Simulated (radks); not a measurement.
Ionisation of the selenium ion Se+, [Ar] 3d10 4s2 4p3, to [Ar] 3d10 4s2 4p2 as the strength of local exchange is varied. Calculated with a radial shooting solver on a logarithmic mesh with Libxc functionals: Dirac Kohn-Sham, Slater X-alpha exchange (alpha = 2/3 is LDA exchange), no correlation, spin-unpolarised, spherical densities, finite nucleus; open shells fill j = l - 1/2 first; Fermi nuclear charge, rms radius 4.14 fm.

alpha  E(Se+) (hartree)  exchange (hartree)  IE (eV)  -e of the level emptied (eV)  <r> of it (bohr)
0.592       -2414.42452           -71.94130   18.121                13.282 (4p3/2)             2.193
0.667       -2423.55543           -81.35297   19.015                14.110 (4p3/2)             2.154
0.67        -2423.92136           -81.73083   19.051                14.143 (4p3/2)             2.153
0.895       -2451.51859          -110.37301   21.862                16.769 (4p3/2)             2.048
0.984       -2462.51770          -121.86750   23.025                17.864 (4p3/2)             2.010

NIST Atomic Spectra Database: 21.20 eV (measured). The Delta-SCF value meets it near alpha = 0.84. Spin polarisation and multiplet splitting are left out, so open shells lie too high by an amount that depends on their filling.

Beside tabulated values, note that spin-unpolarised runs miss the spin-polarisation part of the exchange energy of open shells.
